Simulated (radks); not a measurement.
Species: In11+. Configuration: [Kr] 4d2. Method: scalar-relativistic Kohn-Sham, LDA (Slater exchange, Perdew-Wang correlation), spin-polarised, spherical densities, finite nucleus; open shells are filled with parallel spins first (spin-orbit coupling, left out, can overturn this in heavy ions); Fermi nuclear charge, rms radius 4.6156 fm; computed with a radial shooting solver on a logarithmic mesh with Libxc functionals.

Unscreened Slater integrals over Kohn-Sham orbitals (eV). They are taken over the spin-up orbitals.

F0(4d,4d): 26.553
F2(4d,4d): 13.707
F4(4d,4d): 9.2451
F0(4d,4p): 27.670
F2(4d,4p): 14.333
G1(4d,4p): 18.208
G3(4d,4p): 11.445
F0(4d,4s): 28.297
G2(4d,4s): 14.078
F0(4d,3d): 34.811
F2(4d,3d): 8.4749
F4(4d,3d): 4.0053
G0(4d,3d): 2.8138
G2(4d,3d): 3.3472
G4(4d,3d): 2.5717
F0(4p,4p): 28.985
F2(4p,4p): 15.325
F0(4p,4s): 29.716
G1(4p,4s): 20.311
F0(4p,3d): 37.144
F2(4p,3d): 9.5502
G1(4p,3d): 3.1115
G3(4p,3d): 3.0633
F0(4s,4s): 30.522
F0(4s,3d): 38.659
G2(4s,3d): 3.3525
F0(3d,3d): 76.678
F2(3d,3d): 38.322
F4(3d,3d): 24.474

Derived for the open shells (J is the average intra-shell exchange parameter used in DFT+U). 4d: Racah B = F2/49 - 5 F4/441 = 0.1749 eV, C = 35 F4/441 = 0.7337 eV, C/B = 4.20, F4/F2 = 0.675, J = (F2 + F4)/14 = 1.639 eV.
